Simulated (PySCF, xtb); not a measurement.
C₅H₈O, SMILES OC1CC=CC1.

GFN2-xTB (xtb) at its own geometry gives an orbital gap of 5.16 eV and a dipole moment of 1.70 D.

Geometry: B3LYP-D3(BJ)/def2-SVP. One conformer was computed; it need not be the lowest.

What does PBE/def2-TZVP (PySCF) give? (An estimate is asked for; the answer gives what the named calculation found.)

gap 5.29 eV (levels -6.06 and -0.78 eV), dipole 1.47 D.
